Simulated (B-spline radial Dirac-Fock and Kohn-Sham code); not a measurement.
**X-ray lines that fill the L1 vacancy in Os³⁺**

System: Os³⁺, configuration [Xe] 4f14 5d5, inside a Watson sphere of charge -3 and radius 1.8 Å (a model of the Madelung potential; inside it an electron's potential energy is raised by 24.0 eV).

Model: independent-particle rates on relativistic LDA orbitals of the hole state (multipoles up to L = 3, Coulomb Auger matrix elements, transition energies from Dirac-Fock). Program: a radial finite-basis atomic code.

```
       line  multipole  energy (eV)  rate (s⁻¹)  share (%)
      L1-L2         E1        588.5    2.96e+11     0.0209
      L1-L3         E1       2102.4    3.18e+13       2.24
Lβ4 (L1-M2)         E1      10177.8    4.66e+14       32.9
Lβ3 (L1-M3)         E1      10511.9    5.67e+14       40.0
      L1-M4         E2      10942.6    1.45e+13       1.02
      L1-M5         E2      11013.6    2.16e+13       1.53
Lγ2 (L1-N2)         E1      12421.3    1.16e+14       8.15
Lγ3 (L1-N3)         E1      12499.9    1.50e+14       10.6
      L1-N4         E2      12680.0    2.03e+12      0.143
      L1-N5         E2      12694.6    3.18e+12      0.225
      L1-O2         E1      12919.4    1.98e+13       1.40
Lγ4 (L1-O3)         E1      12931.9    2.53e+13       1.79
```

The listed lines hold 100.0 % of the radiative rate. The radiative width is 0.933 eV in the length form and 0.937 eV in the velocity form; the two differ because the transition energies are not eigenvalue differences of the potential that gave the orbitals.

Values without a named source are computed, but for edge energies of neutral atoms, which are taken from tables.
